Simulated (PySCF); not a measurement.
Predicted spectroscopic data

PySCF 2.14 calculation with geometry from GFN2-xTB and NMR shieldings at PBE0/pcSseg-1/GIAO; non-relativistic, a single conformation, isolated molecule, rapidly exchanging positions averaged.

Chemical shifts δ = σref − σ; ¹H and ¹³C against TMS, all at this level. Where no couplings were computed, multiplicities follow the n + 1 count of equivalent neighbours, and m marks all less simple cases (inequivalent or close neighbours, rings, F or P nearby). Acid and N–H amide carbonyl carbons lie up to 10 ppm further downfield in solution (hydrogen bonding). Shifts are as computed. Against solution values, carbons near 30 ppm lie about +3 ppm off and those near 130 ppm about +5 ppm. Of 1211 compounds with measured shifts, 218 miss one by over three times the rms of a fit or turn the order of signals round; such compounds aren't used in these exercises. OH and NH positions are gas-phase values without hydrogen bonding to other molecules.

**1.** `OC([C@]1(C)C[C@@H](OC)C1)=O`, C$_{7}$H$_{12}$O$_{3}$. ¹H NMR (400 MHz, computed): δ 5.99 (br s, 1H), 3.68 (m, 1H), 3.35 (s, 3H), 2.89 (m, 2H), 1.84 (m, 2H), 1.50 (s, 3H). ¹³C{¹H} NMR (computed): δ 183.2 (C), 71.6 (CH), 57.4 (CH3), 41.4 (CH2), 36.9 (C), 27.9 (CH3).

**2.** `C=C(C)/C=C/C1=CC1=C`, C$_{9}$H$_{10}$. ¹H NMR (400 MHz, computed): δ 7.84 (s, 1H), 7.07 (d, 1H), 6.52 (d, 1H), 5.73 (m, 1H), 5.67 (m, 1H), 4.13 (m, 1H), 4.07 (m, 1H), 2.07 (s, 3H). ¹³C{¹H} NMR (computed): δ 155.5, 150.0, 144.6, 134.1, 131.8, 125.4, 117.3, 66.8, 21.0.

**3.** `CNc1cccc2c1C2`, C$_{8}$H$_{9}$N. ¹H NMR (400 MHz, computed): δ 7.24 (m, 1H), 6.93 (d, 1H), 6.45 (d, 1H), 3.39 (s, 2H), 3.14 (s, 3H), 3.00 (br s, 1H). ¹³C{¹H} NMR (computed): δ 142.9, 136.7, 134.7, 120.3, 108.8, 107.5, 33.5, 22.3.

**4.** `C=CCc1ccccc1`, C$_{9}$H$_{10}$. ¹H NMR (400 MHz, computed): δ 7.61 (m, 2H), 7.50 (m, 2H), 7.48 (m, 1H), 6.12 (m, 1H), 5.44 (m, 1H), 5.11 (m, 1H), 3.38 (d, 2H). ¹³C{¹H} NMR (computed): δ 149.9, 146.5, 134.4, 134.3, 131.5, 118.6, 48.1.

**5.** `O[C@@H](C)C(=O)OC1CCC1`, C$_{7}$H$_{12}$O$_{3}$. ¹H NMR (400 MHz, computed): δ 6.10 (m, 1H), 4.28 (q, 1H), 2.72 (br s, 1H), 2.50 (m, 1H), 2.46 (m, 1H), 2.35 (m, 1H), 2.33 (m, 1H), 1.89 (m, 1H), 1.73 (m, 1H), 1.32 (d, 3H). ¹³C{¹H} NMR (computed): δ 184.0, 70.7, 67.3, 31.4, 31.1, 25.1, 12.7.
